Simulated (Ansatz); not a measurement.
Energy profile

The step: GeH₃Br ([GeH3][Br]) + H₂S → GeH₄S ([SH][GeH3]) + HBr; bonds formed: Ge1–S7, Br2–H6; bonds broken: Ge1–Br2, H6–S7 (atoms numbered as in the saddle structure below).

```xyz
8
angstrom
Ge -0.3240 0.0552 -0.9147
Br 1.9370 1.2210 0.1225
H 0.5832 -0.6837 -1.8941
H -0.7161 1.5151 -1.1517
H -1.6851 -0.7060 -0.9052
H 1.0823 -0.2202 1.4324
S -0.0432 -1.0428 1.3535
H -0.8342 -0.1386 1.9573
```

Electronic energies by CCSD(T) at an estimated basis limit (MP2 extrapolated from triple and quadruple zeta, plus CCSD(T) − MP2 in triple zeta), on PBE0-D4/def2-TZVP structures; GeH₅SBr, closed shell; no counterpoise correction. Program: Ansatz 0.2.0. Basis: def2-TZVPP and def2-QZVPP. Cores are frozen in the correlated methods. Filled d shells of the heavier atoms are correlated. The def2 sets are not built for correlating such inner shells, so the correlated values are less sure here. Extrapolation: Hartree–Fock as exp(−7.88 √X), correlation as X^−2.97.

Task: Give the profile in kcal/mol, counted from the separated reactants. (Judge from chemistry; the value comes from the calculation.)

Result: Computed:
```json
{"point": "separated: GeH₃Br (linked as [GeH3][Br]; Ge1, Br2, H3, H4, H5; singlet) + H₂S (H6, S7, H8; singlet)", "kcal/mol": "0.00"}
{"point": "start structure", "kcal/mol": "-2.61"}
{"point": "saddle", "kcal/mol": "33.29"}
{"point": "end structure", "kcal/mol": "4.93"}
{"point": "separated: GeH₄S (linked as [SH][GeH3]; Ge1, H3, H4, H5, S7, H8; singlet) + HBr (Br2, H6; singlet)", "kcal/mol": "8.60"}
```

T1 diagnostic: at most 0.012.

Exchanges of this kind with a chalcogen hydride build sulfide and selenide films.

For scale, one of the runs: CCSD(T)/def2-TZVPP, 208 basis functions (an equivalent command: `ansatz run in.yaml --threads 4`). Time: 2.1 min of wall clock on 4 CPU threads; the host was shared. Peak host memory: 2.8 GiB.
